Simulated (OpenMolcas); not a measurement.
**Ti2+, Zr2+, Hf2+: d2 down the group**

- Program: OpenMolcas 26.06
- Method: MS-CASPT2, IPEA 0.25 Eh, imaginary shift 0.1 Eh
- Basis: ANO-RCC-VTZP
- Scalar Hamiltonian: DKH2, point nucleus
- Spin-orbit coupling: state interaction with AMFI integrals over the reference wave functions, term energies averaged over their components

Active space for each ion: 2 electrons in 6 orbitals (d s); closed shells correlated by CASPT2: Ti2+ 3s 3p; Zr2+ 4s 4p; Hf2+ 5s 5p.

Computed levels in cm-1 above 3F2:

```tsv
Level	Ti2+	Zr2+	Hf2+
3F3	199	703	3650
3F4	456	1526	6660
3P0	11050	8630	9680
3P1	11110	8910	11980
3P2	11260	9420	13480
1G4	14680	11590	15590
1S0	32350	23870	32060
weight of 3F in the lowest level (%)	100	99	77
```

Mixed levels, with the weight of the term that names them: Hf2+ 3P0 (75 %).

Measured, with the error of the calculation in %. Measured levels: Ti2+ from Corliss and Sugar, J. Phys. Chem. Ref. Data 8, 1 (1979); Zr2+ from Moore, Atomic Energy Levels, vol. II, NSRDS-NBS 35 (1971 reprint of NBS Circular 467, 1952); NIST levels as listed in Rynkun, Gaigalas and Jonsson, Astron. Astrophys. 637, A10 (2020).

```tsv
Level	Ti2+	Zr2+
3F3	185 (+7.4)	681 (+3.2)
3F4	420 (+8.3)	1486 (+2.7)
3P0	10538 (+4.8)	8062 (+7.1)
3P1	10604 (+4.8)	8326 (+7.0)
3P2	10721 (+5.0)	8838 (+6.5)
1G4	14398 (+2.0)	11049 (+4.9)
1S0	32476 (-0.4)	23979 (-0.5)
```

The fine-structure level 3F4 changes by a factor of 14.6 from Ti2+ to Hf2+.

Without spin-orbit coupling 3P lies 10920, 8200, 8330 cm-1 above 3F in that order; the difference to the level 3P0, of either sign, comes from spin-orbit coupling, which also lowers the zero.

CASPT2 breaks the degeneracy within a term, and the mean is taken; among the terms shown or strongly mixed into the levels shown the widest spread is 820 cm-1 (4d2 1G, Zr2+). Over all roots computed the reference weight is 0.91 to 0.96 in Hf2+; the roots of lowest weight are the least certain, and an intruder state may touch them. Terms from blocks run as CI alone lack orbitals of their own. Configurations are named by rounded mean occupations; where the s occupation lies near a half they are strongly mixed, a name can repeat and a true partner stay unpaired (holds for Hf2+). Computed and measured levels are paired by configuration, term and J; levels that our copy of the source lacks, or whose pairing is in doubt (as where it misses far off the trend of its configuration), stay unpaired and out of the deviations. Only configurations of the active space appear.
